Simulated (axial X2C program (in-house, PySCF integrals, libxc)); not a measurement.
# Which molecule has these constants?

Computed with an axial X2C code built on PySCF integrals, spin-free (one-electron X2C) or two-component (2c: spin–orbit coupling with atomic mean-field Coulomb and Gaunt terms, which also bring small scalar terms), in Dyall basis sets with cores contracted in-house; open shells are unrestricted.

A two-component PBE0 calculation in a Dyall 3-zeta basis gave Re = 3.255 Å, ωe = 137.0 cm⁻¹, dipole magnitude 9.39 D, Ω = 3/2.

**Question.** Which molecule is it?
A. KSn
B. CaSn
C. SnSe
D. SnBr
E. GaSn

**Answer.** A. The others have SnSe 2.325 Å and 336.9 cm⁻¹ (Ω = 0); GaSn 2.662 Å and 180.0 cm⁻¹ (Ω = 3/2); SnBr 2.518 Å and 242.3 cm⁻¹ (Ω = 1/2); CaSn 3.004 Å and 184.3 cm⁻¹ (Ω = 1).

Each entry is the lowest single determinant of a limited PBE0 search at one distance. De goes to single-determinant-based atoms at the same level (for ions the charge split of lowest energy) and is withheld (n/a) where an atom does not fit its ground term or J level. Main or longest-lived isotopes. One determinant is a doubtful description, or other states lie close, for KSn, GaSn, CaSn; these need not be ground states, and all values refer to the states named. Some open-shell Ω = 0 determinants are out of reach, so the Ω given for CaSn need not be the lowest component. With several unpaired electrons the Ω given is that of one determinant, not necessarily of the lowest component. The functionals have no current term, which raises determinants with orbital currents.
